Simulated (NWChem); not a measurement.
System: C₂H₂N₃, doublet; SMILES [c]1nc[nH]n1

NWChem input:

```
start job
memory heap 200 mb stack 900 mb global 1100 mb
geometry units angstroms noautoz
  C      1.152933     0.077855     0.000000
  N      0.563884    -1.091913     0.000000
  N     -0.750739    -0.693499     0.000000
  C     -0.828733     0.656033     0.000000
  N      0.392795     1.180338     0.000000
  H     -1.488517    -1.384860     0.000000
  H     -1.762295     1.202837     0.000000
end
basis spherical
  * library def2-svp
end
dft
  odft
  mult 2
  xc xpbe96 cpbe96
  iterations 150
  mulliken
end
task dft energy
```

In the optimisation the excess spin sits in a' (Cs, its own frame). The geometry was optimised at B3LYP/6-31G* (spherical d), spin-unrestricted. No stability test was run on the SCF state.

Task: Predict the main results of this run. (PBE/def2-SVP, spin-unrestricted.) Quantities: energy (Ha); highest occupied level (eV); lowest empty minus highest occupied level, either spin (eV); dipole (D); <S²>.

Result: The energy (Ha) comes out as -241.11. The highest occupied level (eV) comes out as -6.21 and the lowest empty minus highest occupied level, either spin (eV) comes out as 2.51. The dipole (D) comes out as 3.84 and the <S²> comes out as 0.755.
